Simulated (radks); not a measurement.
Effect of the nuclear size on neutral gadolinium, [Xe] 4f7 5d1 6s2. Method: Dirac Kohn-Sham, LDA (Slater exchange, Perdew-Wang correlation), spin-unpolarised, spherical densities, finite nucleus; open shells are shared between the two j in proportion to 2j + 1; Fermi nuclear charge, rms radius 5.1569 fm; computed with a radial shooting solver on a logarithmic mesh with Libxc functionals. The rms radius is varied about that value; shifts are against it.

rms radius (fm),total energy shift (eV),density at nucleus (e/bohr^3),1s1/2 shift (meV),2s1/2 shift (meV),5p1/2 shift (meV),6s1/2 shift (meV),5d5/2 shift (meV),6p1/2 (empty) shift (meV)
4.3988,-5.74,6.518e+05,-2370,-304,0.297,-0.137,0.191,0.083
4.9197,-1.87,6.335e+05,-770,-99.2,0.097,-0.045,0.062,0.027
5.1569,0,6.26e+05,0.000,0.000,0.000,0.000,0.000,0.000
5.5591,3.32,6.141e+05,1370,176,-0.172,0.079,-0.110,-0.048
5.7396,4.87,6.091e+05,2010,258,-0.252,0.116,-0.162,-0.071

Slopes of the eigenvalues against <r^2> in GHz/fm^2, as finite differences over the two radii next to the reference (eigenvalue slopes, not the field-shift constants of lines): 1s1/2 77200, 2s1/2 9930, 5p1/2 -9.68, 6s1/2 4.48, 5d5/2 -6.22, 6p1/2 (empty) -2.72.
